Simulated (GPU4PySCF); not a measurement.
C24H10N2O4, SMILES c12C(=O)NC(=O)c3c1c1c(cc3)c3ccc4c5c(ccc(c1cc2)c53)C(=O)NC4=O. Geometry: ωB97M-D3(BJ)/def2-SVP.

Problem. Give the equilibrium geometry at ωB97M-D3(BJ)/def2-SVP (GPU4PySCF confirms it by a frequency run) as bond lengths and angles, and its point group. (The exact figures need the calculation; the answer reports its results.)

Solution. point group D2h.
Atoms: O1 C2 N3 C4 O5 C6 C7 C8 C9 C10 C11 C12 C13 C14 C15 C16 C17 C18 C19 C20 C21 C22 C23 C24 C25 C26 O27 N28 C29 O30 H31 H32 H33 H34 H35 H36 H37 H38 H39 H40. Bonds (Å): O1–C2 1.209, C2–N3 1.390, C2–C22 1.490, N3–C4 1.390, N3–H31 1.016, C4–O5 1.209, C4–C6 1.490, C6–C7 1.375, C6–C23 1.420, C7–C8 1.405, C7–H32 1.090, C8–C9 1.386, C8–H33 1.087, C9–C10 1.480, C9–C24 1.432, C10–C11 1.386, C10–C25 1.432, C11–C12 1.405, C11–H34 1.087, C12–C13 1.375, C12–H35 1.090, C13–C14 1.420, C13–C29 1.490, C14–C15 1.420, C14–C25 1.421, C15–C16 1.375, C15–C26 1.490, C16–C17 1.405, C16–H36 1.090, C17–C18 1.386, C17–H37 1.087, C18–C19 1.480, C18–C25 1.432, C19–C20 1.386, C19–C24 1.432, C20–C21 1.405, C20–H38 1.087, C21–C22 1.375, C21–H39 1.090, C22–C23 1.420, C23–C24 1.421, C26–O27 1.209, C26–N28 1.390, N28–C29 1.390, N28–H40 1.016, C29–O30 1.209. Bond angles (°): O1–C2–N3 121.2, O1–C2–C22 123.6, N3–C2–C22 115.1, C2–N3–C4 128.2, C2–N3–H31 115.9, C4–N3–H31 115.9, N3–C4–O5 121.2, N3–C4–C6 115.1, O5–C4–C6 123.6, C4–C6–C7 119.3, C4–C6–C23 120.7, C7–C6–C23 120.1, C6–C7–C8 120.3, C6–C7–H32 118.6, C8–C7–H32 121.1, C7–C8–C9 121.7, C7–C8–H33 118.0, C9–C8–H33 120.4, C8–C9–C10 121.9, C8–C9–C24 119.0, C10–C9–C24 119.1, C9–C10–C11 121.9, C9–C10–C25 119.1, C11–C10–C25 119.0, C10–C11–C12 121.7, C10–C11–H34 120.4, C12–C11–H34 118.0, C11–C12–C13 120.3, C11–C12–H35 121.1, C13–C12–H35 118.6, C12–C13–C14 120.1, C12–C13–C29 119.3, C14–C13–C29 120.7, C13–C14–C15 120.2, C13–C14–C25 119.9, C15–C14–C25 119.9, C14–C15–C16 120.1, C14–C15–C26 120.7, C16–C15–C26 119.3, C15–C16–C17 120.3, C15–C16–H36 118.6, C17–C16–H36 121.1, C16–C17–C18 121.7, C16–C17–H37 118.0, C18–C17–H37 120.4, C17–C18–C19 121.9, C17–C18–C25 119.0, C19–C18–C25 119.1, C18–C19–C20 121.9, C18–C19–C24 119.1, C20–C19–C24 119.0, C19–C20–C21 121.7, C19–C20–H38 120.4, C21–C20–H38 118.0, C20–C21–C22 120.3, C20–C21–H39 121.1, C22–C21–H39 118.6, C2–C22–C21 119.3, C2–C22–C23 120.7, C21–C22–C23 120.1, C6–C23–C22 120.2, C6–C23–C24 119.9, C22–C23–C24 119.9, C9–C24–C19 121.8, C9–C24–C23 119.1, C19–C24–C23 119.1, C10–C25–C14 119.1, C10–C25–C18 121.8, C14–C25–C18 119.1, C15–C26–O27 123.6, C15–C26–N28 115.1, O27–C26–N28 121.2, C26–N28–C29 128.2, C26–N28–H40 115.9, C29–N28–H40 115.9, C13–C29–N28 115.1, C13–C29–O30 123.6, N28–C29–O30 121.2.
Charge 0, spin multiplicity 1.
